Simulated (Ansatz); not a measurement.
## A ladder of methods for GeH3O (SMILES [OH][GeH2])

GeH3O has 5 atoms, charge 0, and is taken as a doublet. SMILES: `[OH][GeH2]`. The coordinates come from a PBE0-D4/def2-TZVP relaxation. This is one conformer, not always the lowest.

```
atom    x (Å)    y (Å)    z (Å)
   O   0.3555  -1.0758   0.4607
  Ge  -0.5201   0.4161   0.0177
   H   1.0974  -0.9076   1.0465
   H  -1.3968  -0.0144  -1.1803
   H   0.5139   1.5080  -0.3859
```

Each level gives the energy change with the Ge2–H5 bond stretched from 1.557 to 3.893 Å (eV). The values are calculated.

```tsv
level	kind	program	value (eV)	less FCI/STO-3G	CPU time (all runs)
UBLYP/STO-3G	GGA	Ansatz	3.70	+0.62	6.2 s
UPBE/STO-3G	GGA	Ansatz	3.72	+0.64	6.5 s
UBHLYP/STO-3G	global hybrid	Ansatz	3.68	+0.60	5.5 s
UPBE0/STO-3G	global hybrid	Ansatz	3.68	+0.60	5.3 s
U-wB97M-V/STO-3G	range-separated hybrid	Ansatz	3.71	+0.63	77 s
UMP2/STO-3G	perturbation theory	Ansatz	3.09	+0.01	1.1 s
UCCSD(T)/STO-3G	coupled cluster or CI	Ansatz	3.08	0.00	1.6 s
UCCSDT(Q)/STO-3G	coupled cluster or CI	Ansatz	3.08	0.00	7.4 s
FCI/STO-3G	exact in the basis	Ansatz	3.08	0.00	2.7 min
```

FCI/STO-3G is exact within its basis and frozen core, so for wave-function methods in that basis the difference is their error; functionals converge differently with the basis, so for them it is only a difference. All-electron rows without a relativistic Hamiltonian named are non-relativistic. The first shape isn't each level's own minimum. The values span 3.08 to 3.72 eV. All rows use very small basis sets, so even the best lies far from the true value. In the correlated wave-function rows the outer d shell of Ge is correlated, in sets not made for it. Times are those of the runs behind each value, whatever else they computed, on shared processors of several kinds: orders of magnitude only.
